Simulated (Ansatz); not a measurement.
A run for Ansatz (an electronic-structure program): R-wB97X-V/def2-TZVPP on BH5O2Si (SMILES OB(O)[SiH3]), a point of a torsion scan.

Ansatz 0.2 input:
```yaml
crystal:
  periodic: [false, false, false]
  atoms:
    - {symbol: O, position_ang: [-1.45499140, -1.09881831, -0.13490170]}
    - {symbol: B, position_ang: [-0.69396956, -0.00538446, 0.08034967]}
    - {symbol: O, position_ang: [-1.36683619, 1.13201110, 0.42798847]}
    - {symbol: Si, position_ang: [1.26353440, -0.18540822, -0.11361786]}
    - {symbol: H, position_ang: [-2.39917543, -0.96601099, -0.01952755]}
    - {symbol: H, position_ang: [-0.85554121, 1.92308088, 0.58555851]}
    - {symbol: H, position_ang: [1.69749134, -1.01901912, -1.23828067]}
    - {symbol: H, position_ang: [1.92058354, -0.74395618, 1.07786985]}
    - {symbol: H, position_ang: [1.92434034, 1.12195205, -0.30856984]}
basis:
  gaussian:
    orbitals: def2-TZVPP
hamiltonian:
  xc: {name: wB97X-V}
scf: {lower_state_search: off}
```

The head of its log:

```
WARN ansatz: RAYON_NUM_THREADS=1 ignored (pool sized by the plan → 1); use --threads N
Functional definition: wB97X-V
these checks for a lower state are left out or cut short: stability, starts, cluster_reference, orbital_swaps, neighbouring_geometries, increment
integrals: 0.15 GiB planned
1057 factors; their error is unknown
integrals: 0.18 GiB planned
257 factors; integrals over basis functions are off by at most 1.2e-5 eV
mean field: 1.19 GiB planned
mean field evaluation 1: about -12725.8210 eV, gradient 5.9e1 eV
mean field evaluation 2: about -12725.6950 eV, gradient 6.2e1 eV
```

### Question
What total energy does the run end on?

### Answer
-467.8725 hartree.
